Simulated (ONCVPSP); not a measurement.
**beryllium: one change to an ONCV potential, before and after**

| Item | Value |
| --- | --- |
| Element | beryllium |
| Generator | ONCVPSP 4.0.1 |
| Type | optimised norm-conserving Vanderbilt (ONCV) |
| Functional | LDA (Perdew-Wang 92) |
| Relativity | scalar-relativistic |
| Frozen core | [He] |
| Valence charge | 2 |
| Reference configuration | 2s1 2p1 |
| Partial waves | 2s: rc 1.95 bohr, ncon 4, nbas 7, qcut 3.9 1/bohr, 1 projector; 2p: rc 3.95 bohr, ncon 4, nbas 8, qcut 4.4 1/bohr, 1 projector; d scattering state at 0.05 Ha: rc 4.30 bohr, ncon 4, nbas 8, qcut 2.3 1/bohr, 2 projectors, debl 1 Ha |
| Local potential | polynomial inside 1.40 bohr (lpopt 5, dvloc0 -1 Ha) |
| Core correction | Teter function, fcfact 3, rcfact 1.8 |

Change: d: debl 0.2.

Cutoffs: the cutoffs (Ha) at which the residual kinetic energy of the hardest occupied pseudo-wave falls to 1 and 0.1 mHa per electron; they do not see the model core or the augmentation charge, which bear on the density cutoff. Errors are all-electron minus pseudo energies relative to the spin-unpolarised reference configuration.

What does the change do?

The potential gets neither clearly harder nor softer (5.6 Ha and 8.9 Ha → 5.6 Ha and 8.9 Ha); the bound ghosts move from p to d, p; the errors of the 4 common tests hardly move.

| quantity | base | changed |
| --- | --- | --- |
| cutoff, loose | 5.6 Ha | 5.6 Ha |
| cutoff, tight | 8.9 Ha | 8.9 Ha |
| bound ghosts | p | p, d |
| GHOST(+) flags under 300 eV | d at 186.5 eV | none |
| error for 2s2 2p0, meV [ΔE -3.52 eV] | -9.9 | -9.9 |
| error for 2s1 2p0, meV [ΔE 5.99 eV] | +36 | +36 |
| error for 2s1.5 2p0, meV [ΔE 0.23 eV] | +11 | +11 |
| error for 2s0 2p1, meV [ΔE 9.81 eV] | -61 | -61 |
| s: phases at 1.98 bohr within 0.05 rad from the reference energy up to (Ha; the scan ends near 5) | 1.2 | 1.2 |
| p: phases at 4.02 bohr within 0.05 rad from the reference energy up to (Ha; the scan ends near 5) | 0.2 | 0.2 |
| d: phases at 4.37 bohr within 0.05 rad from the reference energy up to (Ha; the scan ends near 5) | 2.0 | n/a |
| rms error of d²Exc/dni dnj with the model core, mHa | 1.33 | 1.33 |

 A true bound ghost makes a file unfit for plane-wave use even where its test errors are small: the radial tests pick states by their node count and pass the ghost by.
